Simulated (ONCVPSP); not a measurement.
Plane-wave convergence, ONCV potential for silicon (Si)

| Property | Result |
| --- | --- |
| Element | silicon |
| Generator | ONCVPSP 4.0.1 |
| Type | optimised norm-conserving Vanderbilt (ONCV) |
| Functional | PBE |
| Relativity | scalar-relativistic |
| Frozen core | [Ne] |
| Valence charge | 4 |
| Reference configuration | 3s2 (charge +2) |
| Partial waves | 3s: rc 1.35 bohr, ncon 4, nbas 7, qcut 4 1/bohr, 2 projectors, debl 3.9 Ha; p scattering state at 0.09 Ha: rc 1.10 bohr, ncon 3, nbas 8, qcut 9 1/bohr, 2 projectors, debl 2.8 Ha |
| Local potential | polynomial inside 1.00 bohr (lpopt 5, dvloc0 6 Ha) |
| Core correction | none |

Q: For each optimised wave give the share of its norm inside rc, the residual kinetic energy above qcut (Ha) and the cutoffs (Ha) for errors of 10, 1, 0.1 and 0.01 mHa per electron.

A:

| wave | norm inside rc | residual KE | 10 mHa | 1 mHa | 0.1 mHa | 0.01 mHa |
| --- | --- | --- | --- | --- | --- | --- |
| 3s | 0.184 | 2.9e-03 | 5.4 | 46.5 | 66.8 | 95.9 |
| s projector 2 | 0.060 | 6.6e-02 | 45.6 | 90.8 | 104.5 | 158.9 |
| p projector 1 | 0.037 | 3.3e-04 | 24.6 | 35.4 | 132.3 | 305.1 |
| p projector 2 | 0.050 | 2.1e-03 | 22.1 | 71.9 | 263.2 | not reached |

The occupied waves need 47 Ha and 67 Ha for 1 and 0.1 mHa. Note: ghosts flagged at negative energy: p at -87.2 eV; GHOST(+) flags only above 600 eV. A true bound ghost makes a file unfit for plane-wave use.
